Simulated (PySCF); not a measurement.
MgClBr, SMILES [Cl][Mg][Br].

Coordinates come from a B3LYP-D3(BJ)/def2-TZVP optimisation.

Calculation: PBE0/def2-TZVPD in PySCF.

Isolated molecule, no solvent.

| Item | Value |
|---|---|
| total energy | -3234.04871 hartree |
| point group | C∞v |
| highest occupied level | -8.54 eV |
| lowest empty level | -1.87 eV |
| orbital gap | 6.67 eV |
| dipole moment | 0.16 D |
| quadrupole, principal values (traceless, Buckingham form, about the centre of nuclear charge) | -15.81, 7.90, 7.90 D·Å |
| mean static polarisability | 58.3 bohr³ (8.64 Å³) |
| polarisability, principal values | 50.6, 50.6, 73.7 bohr³ |
